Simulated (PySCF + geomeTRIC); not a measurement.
The multiplicity is imposed and other spin states were not computed.

Method: BP86-D3(BJ)/def2-SVP in PySCF + geomeTRIC. fastk is a local helper that only speeds up exchange builds. No frequencies were computed at this level.

```python
import json, numpy as np
from pyscf import gto, dft
from fastk import lowrank_exchange
atoms = """
Zn    -0.828999    -0.110740     0.197832
O      0.043560     1.276407     0.768499
C     -0.280006     2.434202     1.483253
H     -0.996279     3.067296     0.949583
H      0.657699     2.988522     1.595653
H     -0.674200     2.211929     2.480092
O     -0.409993    -1.570381    -0.606186
H     -1.044390    -2.242875    -0.845968
"""
def scf(charge, spin, dm0=None):
    mol = gto.M(atom=atoms, basis='def2-svp', ecp={}, charge=charge, spin=spin, verbose=3, max_memory=5040)
    mf = dft.KS(mol, xc='bp86').density_fit(auxbasis="def2-universal-jkfit")
    mf.disp = 'd3bj'
    mf.grids.level = 3
    mf.conv_tol = 1e-8
    mf.max_cycle = 120
    mf.level_shift = 0.25
    mf.kernel(dm0)
    if not mf.converged:
        mf = mf.newton().run(mf.mo_coeff, mf.mo_occ).undo_soscf()
    return mf
mf = scf(0, 0)
from pyscf.geomopt.geometric_solver import kernel as optimize
path = []
done, mol = optimize(mf, maxsteps=120, assert_convergence=False, callback=lambda env: path.append((env["energy"], bool(env["g_scanner"].converged))))
res = dict(converged=bool(done and path[-1][1]), energy=path[-1][0], path=[e for e, c in path], xyz=mol.atom_coords(unit="Angstrom").tolist(), nao=mol.nao)
json.dump(res, open("result.json", "w"))
```

Output:

```
converged SCF energy = -1970.20470129708
Geometry optimization cycle 1
converged SCF energy = -1970.20470129562
cycle 1: E = -1970.2047013  dE = -1970.2  norm(grad) = 0.0475751
Geometry optimization cycle 2
converged SCF energy = -1970.21312894552
cycle 2: E = -1970.21312895  dE = -0.00842765  norm(grad) = 0.0173679
Geometry optimization cycle 3
converged SCF energy = -1970.21675615018
cycle 3: E = -1970.21675615  dE = -0.0036272  norm(grad) = 0.0103897
Geometry optimization cycle 4
converged SCF energy = -1970.21904939189
cycle 4: E = -1970.21904939  dE = -0.00229324  norm(grad) = 0.0128444
Geometry optimization cycle 5
converged SCF energy = -1970.21943193461
cycle 5: E = -1970.21943193  dE = -0.000382543  norm(grad) = 0.00777668
Geometry optimization cycle 6
converged SCF energy = -1970.21952026116
cycle 6: E = -1970.21952026  dE = -8.83266e-05  norm(grad) = 0.00283571
Geometry optimization cycle 7
converged SCF energy = -1970.21954157985
cycle 7: E = -1970.21954158  dE = -2.13187e-05  norm(grad) = 0.00123957
Geometry optimization cycle 8
converged SCF energy = -1970.21954921343
cycle 8: E = -1970.21954921  dE = -7.63358e-06  norm(grad) = 0.00105367
Geometry optimization cycle 9
converged SCF energy = -1970.21955177869
cycle 9: E = -1970.21955178  dE = -2.56526e-06  norm(grad) = 0.000546113
Geometry optimization cycle 10
converged SCF energy = -1970.21955289958
cycle 10: E = -1970.2195529  dE = -1.12089e-06  norm(grad) = 0.00021329
Geometry optimization cycle 11
converged SCF energy = -1970.21955387649
cycle 11: E = -1970.21955388  dE = -9.76904e-07  norm(grad) = 0.000607516
Geometry optimization cycle 12
converged SCF energy = -1970.21955568981
cycle 12: E = -1970.21955569  dE = -1.81333e-06  norm(grad) = 0.00159311
Geometry optimization cycle 13
converged SCF energy = -1970.21956472266
cycle 13: E = -1970.21956472  dE = -9.03285e-06  norm(grad) = 0.00416294
Geometry optimization cycle 14
converged SCF energy = -1970.21961258837
cycle 14: E = -1970.21961259  dE = -4.78657e-05  norm(grad) = 0.010301
Geometry optimization cycle 15
converged SCF energy = -1970.21911393099
cycle 15: E = -1970.21911393  dE = 0.000498657  norm(grad) = 0.0217909
Geometry optimization cycle 16
converged SCF energy = -1970.21961495044
cycle 16: E = -1970.21961495  dE = -0.000501019  norm(grad) = 0.0155578
Geometry optimization cycle 17
converged SCF energy = -1970.21977237501
cycle 17: E = -1970.21977238  dE = -0.000157425  norm(grad) = 0.0096063
Geometry optimization cycle 18
converged SCF energy = -1970.21995490086
cycle 18: E = -1970.2199549  dE = -0.000182526  norm(grad) = 0.00184266
Geometry optimization cycle 19
converged SCF energy = -1970.22000315059
cycle 19: E = -1970.22000315  dE = -4.82497e-05  norm(grad) = 0.00146743
Geometry optimization cycle 20
converged SCF energy = -1970.22002608832
cycle 20: E = -1970.22002609  dE = -2.29377e-05  norm(grad) = 0.00123679
Geometry optimization cycle 21
converged SCF energy = -1970.22004388777
cycle 21: E = -1970.22004389  dE = -1.77994e-05  norm(grad) = 0.00111994
Geometry optimization cycle 22
converged SCF energy = -1970.22007397693
cycle 22: E = -1970.22007398  dE = -3.00892e-05  norm(grad) = 0.00151346
Geometry optimization cycle 23
converged SCF energy = -1970.22008934222
cycle 23: E = -1970.22008934  dE = -1.53653e-05  norm(grad) = 0.00158614
Geometry optimization cycle 24
converged SCF energy = -1970.22009447655
cycle 24: E = -1970.22009448  dE = -5.13433e-06  norm(grad) = 0.000990903
Geometry optimization cycle 25
converged SCF energy = -1970.2200956688
cycle 25: E = -1970.22009567  dE = -1.19225e-06  norm(grad) = 0.000437382
Geometry optimization cycle 26
converged SCF energy = -1970.22009552476
cycle 26: E = -1970.22009552  dE = 1.44038e-07  norm(grad) = 0.000620164
Geometry optimization cycle 27
converged SCF energy = -1970.22009560645
cycle 27: E = -1970.22009561  dE = -8.16917e-08  norm(grad) = 0.000930237
Geometry optimization cycle 28
converged SCF energy = -1970.22009619785
cycle 28: E = -1970.2200962  dE = -5.91398e-07  norm(grad) = 0.000718394
<class 'geometric.internal.Distance'> : 7
<class 'geometric.internal.Angle'> : 9
<class 'geometric.internal.Dihedral'> : 5
<class 'geometric.internal.TranslationX'> : 1
<class 'geometric.internal.TranslationY'> : 1
<class 'geometric.internal.TranslationZ'> : 1
<class 'geometric.internal.RotationA'> : 1
<class 'geometric.internal.RotationB'> : 1
<class 'geometric.internal.RotationC'> : 1
Step    0 : Gradient = 1.682e-02/2.399e-02 (rms/max) Energy = -1970.2047012956
Step    1 : Displace = 1.006e-01/1.393e-01 (rms/max) Trust = 1.000e-01 (=) Grad = 6.140e-03/1.061e-02 (rms/max) E (change) = -1970.2131289455 (-8.428e-03) Quality = 1.267
Step    2 : Displace = 1.077e-01/1.825e-01 (rms/max) Trust = 1.414e-01 (+) Grad = 3.673e-03/6.083e-03 (rms/max) E (change) = -1970.2167561502 (-3.627e-03) Quality = 1.482
Step    3 : Displace = 1.591e-01/2.702e-01 (rms/max) Trust = 2.000e-01 (+) Grad = 4.541e-03/8.611e-03 (rms/max) E (change) = -1970.2190493919 (-2.293e-03) Quality = 1.242
Step    4 : Displace = 6.298e-02/1.134e-01 (rms/max) Trust = 2.828e-01 (+) Grad = 2.749e-03/5.391e-03 (rms/max) E (change) = -1970.2194319346 (-3.825e-04) Quality = 1.305
Step    5 : Displace = 2.213e-02/3.446e-02 (rms/max) Trust = 3.000e-01 (+) Grad = 1.003e-03/1.875e-03 (rms/max) E (change) = -1970.2195202612 (-8.833e-05) Quality = 1.239
Step    6 : Displace = 4.779e-03/7.075e-03 (rms/max) Trust = 3.000e-01 (=) Grad = 4.383e-04/9.645e-04 (rms/max) E (change) = -1970.2195415798 (-2.132e-05) Quality = 1.249
Step    7 : Displace = 3.673e-03/5.022e-03 (rms/max) Trust = 3.000e-01 (=) Grad = 3.725e-04/6.688e-04 (rms/max) E (change) = -1970.2195492134 (-7.634e-06) Quality = 1.227
Step    8 : Displace = 2.826e-03/3.987e-03 (rms/max) Trust = 3.000e-01 (=) Grad = 1.931e-04/3.888e-04 (rms/max) E (change) = -1970.2195517787 (-2.565e-06) Quality = 1.159
Step    9 : Displace = 2.405e-03/3.873e-03 (rms/max) Trust = 3.000e-01 (=) Grad = 7.541e-05/1.598e-04 (rms/max) E (change) = -1970.2195528996 (-1.121e-06) Quality = 1.236
Step   10 : Displace = 3.790e-03/6.951e-03 (rms/max) Trust = 3.000e-01 (=) Grad = 2.148e-04/4.180e-04 (rms/max) E (change) = -1970.2195538765 (-9.769e-07) Quality = 0.923
Step   11 : Displace = 1.116e-02/2.120e-02 (rms/max) Trust = 3.000e-01 (=) Grad = 5.632e-04/1.061e-03 (rms/max) E (change) = -1970.2195556898 (-1.813e-06) Quality = 0.647
Step   12 : Displace = 4.119e-02/7.911e-02 (rms/max) Trust = 3.000e-01 (=) Grad = 1.472e-03/2.850e-03 (rms/max) E (change) = -1970.2195647227 (-9.033e-06) Quality = 0.930
Step   13 : Displace = 1.210e-01/2.348e-01 (rms/max) Trust = 3.000e-01 (=) Grad = 3.642e-03/7.156e-03 (rms/max) E (change) = -1970.2196125884 (-4.787e-05) Quality = 1.709
Step   14 : Displace = 2.699e-01/5.355e-01 (rms/max) Trust = 3.000e-01 (=) Grad = 7.704e-03/1.497e-02 (rms/max) E (change) = -1970.2191139310 (+4.987e-04) Quality = -7.004
Step   15 : Displace = 1.413e-01/2.769e-01 (rms/max) Trust = 1.349e-01 (x) Grad = 5.501e-03/1.067e-02 (rms/max) E (change) = -1970.2196149504 (-2.362e-06) Quality = 0.041
Step   16 : Displace = 5.800e-02/1.136e-01 (rms/max) Trust = 6.747e-02 (-) Grad = 3.396e-03/6.536e-03 (rms/max) E (change) = -1970.2197723750 (-1.574e-04) Quality = 1.361
Step   17 : Displace = 6.889e-02/1.314e-01 (rms/max) Trust = 9.541e-02 (+) Grad = 6.515e-04/9.220e-04 (rms/max) E (change) = -1970.2199549009 (-1.825e-04) Quality = 0.870
Step   18 : Displace = 1.971e-02/3.479e-02 (rms/max) Trust = 1.349e-01 (+) Grad = 5.188e-04/8.780e-04 (rms/max) E (change) = -1970.2200031506 (-4.825e-05) Quality = 1.394
Step   19 : Displace = 1.732e-02/2.543e-02 (rms/max) Trust = 1.908e-01 (+) Grad = 4.373e-04/8.388e-04 (rms/max) E (change) = -1970.2200260883 (-2.294e-05) Quality = 1.315
Step   20 : Displace = 1.459e-02/1.994e-02 (rms/max) Trust = 2.699e-01 (+) Grad = 3.960e-04/6.425e-04 (rms/max) E (change) = -1970.2200438878 (-1.780e-05) Quality = 1.505
Step   21 : Displace = 2.950e-02/4.231e-02 (rms/max) Trust = 3.000e-01 (+) Grad = 5.351e-04/1.109e-03 (rms/max) E (change) = -1970.2200739769 (-3.009e-05) Quality = 1.246
Step   22 : Displace = 2.111e-02/3.188e-02 (rms/max) Trust = 3.000e-01 (=) Grad = 5.608e-04/9.470e-04 (rms/max) E (change) = -1970.2200893422 (-1.537e-05) Quality = 1.079
Step   23 : Displace = 1.113e-02/1.714e-02 (rms/max) Trust = 3.000e-01 (=) Grad = 3.503e-04/6.517e-04 (rms/max) E (change) = -1970.2200944766 (-5.134e-06) Quality = 0.780
Step   24 : Displace = 3.095e-03/6.361e-03 (rms/max) Trust = 3.000e-01 (=) Grad = 1.546e-04/3.044e-04 (rms/max) E (change) = -1970.2200956688 (-1.192e-06) Quality = 0.569
Step   25 : Displace = 2.205e-03/3.361e-03 (rms/max) Trust = 3.000e-01 (=) Grad = 2.193e-04/3.710e-04 (rms/max) E (change) = -1970.2200955248 (+1.440e-07) Quality = -0.071
Step   26 : Displace = 1.126e-03/1.962e-03 (rms/max) Trust = 1.103e-03 (-) Grad = 3.289e-04/5.305e-04 (rms/max) E (change) = -1970.2200956064 (-8.169e-08) Quality = 0.032
Step   27 : Displace = 5.220e-04/9.251e-04 (rms/max) Trust = 5.513e-04 (-) Grad = 2.540e-04/4.026e-04 (rms/max) E (change) = -1970.2200961978 (-5.914e-07) Quality = 0.745
Converged! =D
```

Cost: about 6 core-minutes (a rough figure).
